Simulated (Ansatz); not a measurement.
Calculated with Ansatz (gas phase, PBE0-D4/def2-TZVP geometries, no zero-point term in ΔE). CCSD(T)/CBS is the MP2 limit (def2-TZVPP, def2-QZVPP) plus CCSD(T) − MP2 in def2-TZVPP, frozen cores. This one scheme is used for every species. For As outer-core shells are correlated without core-valence functions, which leaves a few kJ/mol of doubt a bond. Scalar relativity is left out up to krypton. Each species was taken in one conformer, which may not be the lowest.

Consider the cleavage of the P–Si bond: `F[SiH2]P` + `O[AsH2]` → `PO[AsH2]` + `F[SiH3]`.

| species | CCSD(T)/CBS(def2) energy (Eh) |
| --- | --- |
| `F[SiH2]P` | -732.27050 |
| `O[AsH2]` | -2311.97217 |
| `PO[AsH2]` | -2653.50583 |
| `F[SiH3]` | -390.72345 |

Question: Work out ΔE.

Answer: ΔE = (-2653.50583) + (-390.72345) − (-732.27050) − (-2311.97217) = 0.01339 Eh = +35.2 kJ/mol.

Largest T1 diagnostic among the species: 0.013.

Leaving LDA and LC-ωPBE aside and taking each functional with its dispersion term where it has one, the values, not all of them listed here, spread over 23.5 kJ/mol, from BHLYP-D4 to PBE-D4. From BLYP to BHLYP (50 % exact exchange), in def2-TZVPP and without D4, ΔE moves by −5.7 kJ/mol. In def2-TZVPP, CCSD(T) changes the Hartree–Fock value by +19.1 kJ/mol (the triples alone add +2.0 kJ/mol) and MP2 by +17.4 kJ/mol.
